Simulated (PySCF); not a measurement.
Homolysis of single bonds, series B F-Br. All species are isolated molecules in the gas phase. Strings in code marks are SMILES.

The highest occupied spin orbital from two functionals at the same geometries (PBE0-D4/def2-TZVP), both in PySCF: PBE-D3(BJ)/def2-TZVP and B3LYP-D3(BJ)/def2-TZVP. B3LYP has the VWN-RPA correlation part, as in Gaussian. 

```json
[
 {"species": "radical fragment (`F[B]F`)", "PBE-D3(BJ)/def2-TZVP (eV)": "-5.79", "B3LYP-D3(BJ)/def2-TZVP (eV)": "-6.96"},
 {"species": "radical fragment (`F[B]Br`)", "PBE-D3(BJ)/def2-TZVP (eV)": "-5.39", "B3LYP-D3(BJ)/def2-TZVP (eV)": "-6.44"},
 {"species": "radical fragment (`[B](Br)Br`)", "PBE-D3(BJ)/def2-TZVP (eV)": "-5.04", "B3LYP-D3(BJ)/def2-TZVP (eV)": "-6.02"}
]
```

Over these rows, drawn at random from the members with no instability flagged (it was tested for open shells, ions and some series alone), PBE minus B3LYP-D3(BJ): mean +1.07 eV, from +0.98 eV to +1.17 eV.
